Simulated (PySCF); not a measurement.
**Zr³⁺: interval between two levels**

Zr³⁺ [Kr] 4d1 [2D5/2, M_J = 5/2] → Zr³⁺ [Kr] 5p1 [2P3/2, M_J = 3/2], as a difference of total energies. Calculation: PySCF 2.14, in x2c-TZVPall-2c (8s9p7d1f, 77 functions); the two-component X2C-1e Hamiltonian. Correlated levels: [Ar] 3d10 frozen; the 6 highest virtual spinors dropped. "Screened" scales the spin-orbit matrix elements by Boettger's factors to mimic the two-electron term; Breit and QED terms are absent.

```tsv
method	interval between two levels (cm⁻¹)
GHF (spin-free)	81201
GMP2 (spin-free)	79591
GHF (screened spin-orbit)	81407
GMP2 (screened spin-orbit)	79826
```
